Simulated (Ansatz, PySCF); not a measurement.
Species: C₂HCl₄, net charge 0, doublet state. It need not be the lowest isomer of its formula. 
Structure (B3LYP-D3(BJ)/def2-TZVP (Ansatz, a quantum-chemistry and plane-wave program) minimum search):
```xyz
7

C     -0.5895     0.0748    -0.4989
C      0.8314    -0.1655    -0.1959
Cl     1.0336    -1.2712     1.2423
Cl     1.7236     1.3556     0.0735
Cl    -1.3665    -1.0332    -1.5413
Cl    -1.5530     1.0208     0.5308
H      1.3073    -0.6803    -1.0216
```
Charge 0, spin multiplicity 2.

Total electronic energies in hartree. Valence correlation only, unless marked. UHF or UKS for open shells. Spin-orbit coupling is left out. Non-relativistic. CBS marks a two-point X^-3 extrapolation of the correlation energy; Hartree-Fock from the larger set. The bracket is a focal-point correction in the basis named.

```tsv
level	program	energy (Eh)
HF/cc-pV(D+d)Z	Ansatz	-1914.28168
HF/def2-TZVPD	PySCF	-1914.33282
HF/cc-pV(Q+d)Z	Ansatz	-1914.38334
HF-D3(BJ)/def2-TZVPD	PySCF + dftd3	-1914.40214
HF-D4/def2-TZVPD	PySCF + dftd4	-1914.36898
PBE/def2-TZVPD	Ansatz	-1916.80282
revPBE-D4/def2-TZVPD	Ansatz + dftd4	-1917.31876
B3LYP-D3(BJ)/def2-TZVPD	Ansatz + dftd3	-1917.71272
PBE0/6-31G*	Ansatz	-1916.79095
BHLYP-D3(BJ)/def2-TZVPD	Ansatz + dftd3	-1917.59949
TPSSh-D4/def2-TZVPD	PySCF + dftd4	-1917.71851
r2SCAN0/def2-TZVPD	Ansatz	-1917.45491
HSE06-D3(BJ)/def2-TZVPD	Ansatz + dftd3	-1916.92137
HSE06/def2-TZVPD	Ansatz	-1916.91360
CAM-B3LYP/def2-TZVPD	Ansatz	-1917.64953
wB97X-V/def2-TZVPD	Ansatz	-1917.34577
B2GP-PLYP-D4/def2-TZVPD	Ansatz + dftd4	-1916.85322
MP2/STO-3G	Ansatz	-1893.76689
CCSD/STO-3G	Ansatz	-1893.80008
CCSD/6-31G*	Ansatz	-1915.00287
CCSD(T)/STO-3G	Ansatz	-1893.80300
RI-MP2/CBS(cc-pV(T+d)Z,cc-pV(Q+d)Z)+[CCSD(T)-MP2]/cc-pV(D+d)Z	Ansatz	-1915.6998
RI-MP2/CBS(cc-pV(T+d)Z,cc-pV(Q+d)Z)+[CCSD(T)-MP2]/cc-pV(T+d)Z	Ansatz	-1915.7325
```

Totals of different functionals don't rank their quality; only differences between species are comparable.
